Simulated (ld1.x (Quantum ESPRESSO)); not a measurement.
Before and after: TM potential for Sb

- Element: antimony
- Generator: ld1.x (Quantum ESPRESSO) 7.5
- Type: norm-conserving Troullier–Martins (Kleinman–Bylander form)
- Functional: LDA (PZ)
- Relativity: fully relativistic
- Frozen core: [Kr]
- Valence charge: 15
- Reference configuration: 4d10 5s2 5p2 (charge +1)
- Partial waves: 5s (bound): rc 1.40 bohr; 5p (bound): rc 1.90 bohr; 4d (bound): rc 1.65 bohr
- Local potential: all-electron potential smoothed inside 1.20 bohr (lloc = -1)
- Core correction: Bessel-smoothed model core, default radius (core density twice the valence density)

Open shells are filled in proportion to 2j + 1 (rel_dist='average').

Change: wave 5s (bound): rc 1.40 bohr becomes 5s (bound): rc 1.84 bohr.

Cutoffs: the cutoffs (Ry, on a coarse ladder) from which the occupation-weighted sum of valence levels, in a spherical-Bessel basis at the reference potential, stays within 10 and 1 mRy of its value at 400 Ry; they do not see the model core or the augmentation charge, which bear on the density cutoff. Errors are all-electron minus pseudo energies relative to the spin-unpolarised reference configuration.

How do hardness, ghosts and transferability respond?

The potential gets softer (90 Ry and 180 Ry → 90 Ry and 140 Ry); both files keep a bound ghost (p, s); of the 7 tests that both files solve, the error grows in 1 and shrinks in 4 by more than 15 % and 0.3 meV (median size 2.3 → 1.9 meV); the range in which the s phases agree narrows (upper end 3.6 → 2.3). A larger radius leaves more room for a smooth pseudo-wave, so fewer plane waves are needed.

```tsv
quantity	base	changed
cutoff, loose	90 Ry	90 Ry
cutoff, tight	180 Ry	140 Ry
loose cutoff by channel (10 mRy a level)	s 40 Ry, p 30 Ry, d 70 Ry	s 18 Ry, p 30 Ry, d 70 Ry
bound ghosts	s, p3/2, p1/2	s, p3/2, p1/2
error for 4d10 5s2 5p3, meV [ΔE -8.54 eV]	-0.6	0.0
error for 4d10 5s2 5p1, meV [ΔE 16.27 eV]	-0.6	+0.8
error for 4d10 5s2 5p0, meV [ΔE 41.09 eV]	-2.3	+5.8
error for 4d10 5s2 5p3.3, meV [ΔE -9.75 eV]	-0.9	-0.1
error for 4d9 5s2 5p4, meV [ΔE 22.42 eV]	-322	-314
error for 4d10 5s0 5p5, meV [ΔE 8.05 eV]	-42	-7.0
error for 4d10 5s1 5p4, meV [ΔE -0.36 eV]	-12	-1.9
s: phases at 2.04 bohr within 0.05 rad from the reference energy up to (Ry; the scan ends near 5)	3.6	2.3
p1/2: phases at 2.04 bohr within 0.05 rad from the reference energy up to (Ry; the scan ends near 5)	to the end of the scan	to the end of the scan
p3/2: phases at 2.04 bohr within 0.05 rad from the reference energy up to (Ry; the scan ends near 5)	to the end of the scan	to the end of the scan
d3/2: phases at 2.04 bohr within 0.05 rad from the reference energy up to (Ry; the scan ends near 5)	1.6	1.6
d5/2: phases at 2.04 bohr within 0.05 rad from the reference energy up to (Ry; the scan ends near 5)	1.7	1.7
```

 A true bound ghost makes a file unfit for plane-wave use even where its test errors are small: the radial tests pick states by their node count and pass the ghost by.
